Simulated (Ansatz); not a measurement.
A series at B: from `CCB(CC)CC`, ligands are replaced one by one, each step taking up H₂O and setting free `CC`; n counts the steps. Ansatz, PBE0-D4/def2-TZVP geometries. Each molecule was computed in one conformer, which needn't be the lowest.

```
n     molecule  HOMO energy, ωB97M-V/def2-TZVPP (eV)
0  `CCB(CC)CC`                                -10.16
1   `CCB(O)CC`                                     ?
2    `CCB(O)O`                                -11.08
3     `OB(O)O`                                -11.81
```

Q: By hand: fit a straight line y = ȳ + b (n − n̄) to the 3 given rows and predict n = 1.

A: n̄ = 1.667, ȳ = -11.017; Σ(n − n̄)(y − ȳ) = -2.507, Σ(n − n̄)² = 4.667, so b = -0.537 eV a step. Prediction: -11.017 + (-0.537) × (-0.667) = -10.66 eV.

Q: By hand: compare with the computed value, -10.13 eV, and give the steps along the whole series.

A: The line misses by 0.53 eV (computed minus predicted). Steps: 0.03, -0.95, -0.73 eV.

The steps change sign along the series, so a line is a poor guide. The highest orbital can change its character along such a series. The miss is 31.5 % of the series' range.
